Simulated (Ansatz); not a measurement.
`C=NB[SiH3]` + H₂O → `OB[SiH3]` + `C=N` at 500 K and 1 bar (formal hydrolysis of a B–N bond).

Isolated molecules relaxed with PBE0-D4/def2-TZVP in Ansatz; ΔE leaves out vibrations. CCSD(T)/CBS adds triple-zeta CCSD(T) − MP2 to the extrapolated MP2 energy (def2 sets, frozen cores). This one scheme is used for every species. One conformer a species, not always the lowest.

```tsv
species	CCSD(T)/CBS energy (Eh)	H − E (kJ/mol)	S (J/(mol·K))
`C=NB[SiH3]`	-410.21746	221.0	381.4
H₂O	-76.37941	73.2	206.3
`OB[SiH3]`	-392.07510	171.3	344.4
`C=N`	-94.52360	124.2	249.5
```

H − E and S are ideal-gas, rigid-rotor, harmonic terms from PBE0-D4/def2-TZVP, for one conformer and one mirror image of each species. 1 Eh = 2625.50 kJ/mol, R = 8.31446 J/(mol·K).

Problem. By hand: ΔE, ΔH, ΔS and ΔG.

Solution. ΔE = (-392.07510) + (-94.52360) − (-410.21746) − (-76.37941) = -0.00183 Eh = -4.8 kJ/mol. Δ(H − E) = 171.3 + 124.2 − 221.0 − 73.2 = 1.3, so ΔH = -3.5 kJ/mol. ΔS = 344.4 + 249.5 − 381.4 − 206.3 = 6.2 J/(mol·K). ΔG = -3.5 − 500 × (6.2)/1000 = -6.6 kJ/mol.

Problem. By hand: the equilibrium constant, and the temperature at which ΔG would vanish if ΔH and ΔS stayed fixed.

Solution. log₁₀ K = −ΔG/(RT ln 10) = 0.7. ΔH and −TΔS have one sign here, so there is no such temperature. One of them is within its doubt of zero, so this could turn.

TΔS isn't small against ΔH here. A doubt of 5 kJ/mol in ΔE shifts log₁₀ K by 0.5 here. Other conformers and mirror images would add mixing entropy, several J/(mol·K) or more a flexible species. These are equilibria of isolated gas molecules and say nothing of rates. Largest T1 diagnostic: 0.017 (customary marks: 0.02 for closed shells, 0.045 for open ones).
